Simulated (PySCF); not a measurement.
**Electron correlation in Cr⁺ (chromium, charge +1)**

[Ar] 3d5, high-spin 6S determinant. Computed with PySCF 2.14 in def2-QZVPPD (11s6p5d3f2g, 93 functions), with the non-relativistic Hamiltonian (point nucleus). Frozen: [Ar]; 5 electrons correlated.

```csv
level,correlation energy (mhartree)
CCSD,-85.34
(T),-1.76
CCSD(T),-87.10
```

Diagnostics: T1 = 0.0095, D1 = 0.0135, largest double amplitude 0.018.

Cost of the coupled-cluster step: about 9 core-seconds, for 5 correlated electrons.
